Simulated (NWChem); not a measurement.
GeHF (SMILES [F][GeH]): how far must the integration grid go?

GeHF has 3 atoms, charge 0, and is taken as a singlet. As SMILES, `[F][GeH]`. The coordinates come from a PBE0-D4/def2-TZVP relaxation.

```xyz
3

F     0.6721    1.0126    0.4697
Ge   -0.6579    0.1952   -0.3356
H    -0.0252   -1.2727   -0.1474
```

Program: NWChem 7.3.0. Method: M06-2X/6-31G* (spherical functions). Swept: integration grid. Watched: the vertical ionisation energy (to the doublet cation). Each run: energy. Hardware: 1 thread of Intel Xeon 6975P-C (Granite Rapids), shared host.

Deviations are taken from the sweep's last point, which isn't the limit.

Question: The candidates, from coarse to fine: xcoarse; coarse; medium; fine; xfine; huge. Estimate which is the coarsest that holds the vertical ionisation energy (to the doublet cation) within 0.001 eV of the last.

Answer: coarse: it is 0.0000 eV off and takes 8.7 s, against 57 s for huge.

```
integration grid  value (eV)  from the best (eV)  wall time
         xcoarse      9.5786             -0.0112      8.4 s
          coarse      9.5898              0.0000      8.7 s
          medium      9.5898              0.0000       11 s
            fine      9.5898              0.0000       13 s
           xfine      9.5898              0.0000       21 s
            huge      9.5898              0.0000       57 s
```
